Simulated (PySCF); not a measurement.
**Correlation energy of Au²⁺ (gold, charge +2)**

[Xe] 4f14 5d8 6s1, high-spin 4F determinant (an excited configuration). Calculation: PySCF 2.14, in def2-TZVPPD with the def2 core potential (60 electrons) (6s5p3d2f1g, 59 functions); a scalar-relativistic core potential. Frozen: 5s2 5p6; 9 electrons correlated.

| level | correlation energy (mhartree) |
| --- | --- |
| CCSD | -225.76 |
| (T) | -5.97 |
| CCSD(T) | -231.73 |

Diagnostics: T1 = 0.0047, D1 = 0.0156, largest double amplitude 0.017.

Spin-orbit coupling, absent here, splits the open shell strongly.

Cost of the coupled-cluster step: about 8 core-seconds, for 9 correlated electrons.

Iterations:

```
CC2 = 0
CCSD nocc = (np.int64(6), np.int64(3)), nmo = (55, 55)
frozen orbitals [[0, 1, 2, 3], [0, 1, 2, 3]]
max_cycle = 100
direct = 0
conv_tol = 1e-08
conv_tol_normt = 1e-06
diis_space = 8
diis_start_cycle = 0
Init t2, MP2 energy = -0.230789727271212
Init E_corr(UCCSD) = -0.230789727273068
cycle = 1  E_corr(UCCSD) = -0.224062702333559  dE = 0.00672702494  norm(t1,t2) = 0.0232533
cycle = 2  E_corr(UCCSD) = -0.2255157838733  dE = -0.00145308154  norm(t1,t2) = 0.00570962
cycle = 3  E_corr(UCCSD) = -0.22574223824263  dE = -0.000226454369  norm(t1,t2) = 0.00203851
cycle = 4  E_corr(UCCSD) = -0.225770573986138  dE = -2.83357435e-05  norm(t1,t2) = 0.000311853
cycle = 5  E_corr(UCCSD) = -0.225762975040673  dE = 7.59894546e-06  norm(t1,t2) = 0.000101516
cycle = 6  E_corr(UCCSD) = -0.225763861286617  dE = -8.86245944e-07  norm(t1,t2) = 1.69387e-05
cycle = 7  E_corr(UCCSD) = -0.225764141404668  dE = -2.80118051e-07  norm(t1,t2) = 2.91746e-06
cycle = 8  E_corr(UCCSD) = -0.225764072303848  dE = 6.910082e-08  norm(t1,t2) = 6.44449e-07
cycle = 9  E_corr(UCCSD) = -0.225764073606799  dE = -1.30295139e-09  norm(t1,t2) = 8.57407e-08
UCCSD converged
E(UCCSD) = -133.8972938625638  E_corr = -0.2257640736067993
UCCSD(T) correction = -0.00596832891363005
```
